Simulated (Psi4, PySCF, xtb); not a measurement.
Conformational energy of SMILES C([SiH2][GeH3])(=O)O (CH₆GeO₂Si). Scanned: dihedral O1–C2–Si4–Ge5; all other coordinates were relaxed at GFN2-xTB. Points at φ and −φ are mirror images. Heavy atoms are numbered in the order of the SMILES O=C(O)[SiH2][GeH3], hydrogens after them in the order of the atoms that carry them; the mirror image has the same energies with the sign of each dihedral reversed.

Computed with: GFN1-xTB // GFN2-xTB (xtb); RKS-B3LYP/6-31G* = restricted B3LYP/6-31G*, spherical d, density fitting // GFN2-xTB run with PySCF; RKS-B3LYP/3-21G = restricted B3LYP/3-21G // GFN2-xTB run with PySCF 2.14.0; MP2/cc-pVTZ = DF-MP2 (frozen core)/cc-pVTZ // GFN2-xTB in Psi4.

Energies relative to the lowest point of each profile, in kcal/mol; the last columns give the difference from MP2:

| φ / ° | GFN1-xTB | RKS-B3LYP/6-31G* | RKS-B3LYP/3-21G | MP2/cc-pVTZ | GFN1-xTB − MP2/cc-pVTZ | RKS-B3LYP/6-31G* − MP2/cc-pVTZ | RKS-B3LYP/3-21G − MP2/cc-pVTZ |
|---|---|---|---|---|---|---|---|
| -165 | 1.1 | 2.2 | 0.3 | 1.8 | -0.7 | 0.4 | -1.5 |
| -150 | 0.9 | 1.8 | 0.1 | 1.5 | -0.6 | 0.4 | -1.3 |
| -135 | 0.6 | 1.3 | 0.0 | 1.0 | -0.4 | 0.3 | -1.0 |
| -120 | 0.5 | 0.6 | 0.1 | 0.4 | 0.1 | 0.2 | -0.3 |
| -105 | 0.6 | 0.2 | 0.6 | 0.1 | 0.6 | 0.1 | 0.5 |
| -90 | 0.8 | 0.0 | 0.9 | 0.0 | 0.8 | 0.0 | 0.9 |
| -75 | 0.9 | 0.0 | 1.0 | 0.0 | 0.9 | 0.0 | 1.0 |
| -60 | 0.9 | 0.1 | 1.1 | 0.2 | 0.7 | -0.1 | 0.9 |
| -45 | 0.7 | 0.4 | 1.2 | 0.4 | 0.3 | 0.0 | 0.7 |
| -30 | 0.5 | 0.7 | 1.1 | 0.7 | -0.2 | 0.1 | 0.5 |
| -15 | 0.0 | 1.1 | 0.5 | 0.7 | -0.7 | 0.4 | -0.2 |
| 0 | 0.0 | 1.3 | 0.6 | 0.8 | -0.8 | 0.5 | -0.2 |
| 15 | 0.0 | 1.1 | 0.5 | 0.7 | -0.7 | 0.4 | -0.2 |
| 30 | 0.5 | 0.7 | 1.1 | 0.7 | -0.2 | 0.1 | 0.5 |
| 45 | 0.7 | 0.4 | 1.2 | 0.4 | 0.3 | 0.0 | 0.7 |
| 60 | 0.9 | 0.1 | 1.1 | 0.2 | 0.7 | -0.1 | 0.9 |
| 75 | 0.9 | 0.0 | 1.0 | 0.0 | 0.9 | 0.0 | 1.0 |
| 90 | 0.8 | 0.0 | 0.9 | 0.0 | 0.8 | 0.0 | 0.9 |
| 105 | 0.6 | 0.2 | 0.6 | 0.1 | 0.6 | 0.1 | 0.5 |
| 120 | 0.5 | 0.6 | 0.1 | 0.4 | 0.1 | 0.2 | -0.3 |
| 135 | 0.6 | 1.3 | 0.0 | 1.0 | -0.4 | 0.3 | -1.0 |
| 150 | 0.9 | 1.8 | 0.1 | 1.5 | -0.6 | 0.4 | -1.3 |
| 165 | 1.1 | 2.2 | 0.3 | 1.8 | -0.7 | 0.4 | -1.5 |
| 180 | 1.2 | 2.3 | 0.4 | 1.9 | -0.7 | 0.4 | -1.5 |

GFN1-xTB is furthest from MP2/cc-pVTZ at -75 (0.9 kcal/mol, above); its mean absolute difference over the points is 0.5 kcal/mol.

RKS-B3LYP/6-31G* is furthest from MP2/cc-pVTZ at 0 (0.5 kcal/mol, above); its mean absolute difference over the points is 0.2 kcal/mol.

RKS-B3LYP/3-21G is furthest from MP2/cc-pVTZ at 180 (-1.5 kcal/mol, below); its mean absolute difference over the points is 0.8 kcal/mol.
